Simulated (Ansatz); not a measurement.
Two isomers of C3H8BN: A = `BN(C)C=C`, B = `C/C=C\BN`.

Calculated with Ansatz (gas phase, PBE0-D4/def2-TZVP geometries, no zero-point term in ΔE). CCSD(T)/CBS is the MP2 limit (def2-TZVPP, def2-QZVPP) plus CCSD(T) − MP2 in def2-TZVPP, frozen cores. Functionals use def2-TZVPP. B3LYP here is the variant with VWN-RPA as its local correlation; programs differ in this. Each species was taken in one conformer, which may not be the lowest.

A:

```xyz
13

B     0.453    0.432    1.790
N     0.196    0.081    0.460
C     1.186   -0.572   -0.372
C    -1.038    0.346   -0.132
C    -1.392    0.058   -1.382
H    -0.411    0.969    2.416
H     1.526    0.186    2.256
H     1.415    0.038   -1.251
H     0.820   -1.543   -0.719
H     2.095   -0.720    0.206
H    -1.733    0.834    0.541
H    -0.733   -0.428   -2.089
H    -2.384    0.317   -1.724
```

B:

```xyz
13

C     1.4919   -1.3874    0.1811
C     1.3452    0.0297   -0.2505
C     0.2178    0.7513   -0.2833
B    -1.1985    0.2751    0.1215
N    -2.2776    1.1551    0.0379
H     0.5447   -1.8274    0.4879
H     2.1979   -1.4605    1.0153
H     1.9123   -1.9916   -0.6298
H     2.2747    0.5038   -0.5682
H     0.3294    1.7795   -0.6340
H    -1.4320   -0.8343    0.5127
H    -2.1891    2.1067   -0.2782
H    -3.2167    0.9000    0.2875
```

Task: Which is lower in electronic energy at CCSD(T)/CBS, and by how much? (An estimate is asked.)

Result: Ansatz gave: B, by 82.1 kJ/mol.

Task: Give E(B) − E(A) in kJ/mol with CCSD(T)/def2-SVP, CCSD(T)/def2-TZVPP, B3LYP-D4, B2PLYP, PBE0-D4, LDA (SPW92), ωB97M-V. (An estimate is asked.)

Result: Computed: CCSD(T)/def2-SVP -71.4, CCSD(T)/def2-TZVPP -79.7, B3LYP-D4 -79.8, B2PLYP -82.3, PBE0-D4 -82.8, LDA (SPW92) -74.4, ωB97M-V -83.2. None reverses the order clearly.

Task: Does the order hold for the free energy at 298.15 K (harmonic terms from PBE0-D4)? (Best estimate.)

Result: The calculation gave: Yes: G(B) − G(A) = -82.7 kJ/mol, for one conformer each.

Largest T1 diagnostic: 0.013.

In def2-TZVPP, CCSD(T) changes the Hartree–Fock value by +4.6 kJ/mol (the triples alone add +1.7 kJ/mol) and MP2 by +3.7 kJ/mol. Leaving LDA and LC-ωPBE aside and taking each functional with its dispersion term where it has one, the values, not all of them listed here, spread over 11.9 kJ/mol, from B97M-V to revPBE-D4. LDA lies +9.2 kJ/mol from PBE without D4.
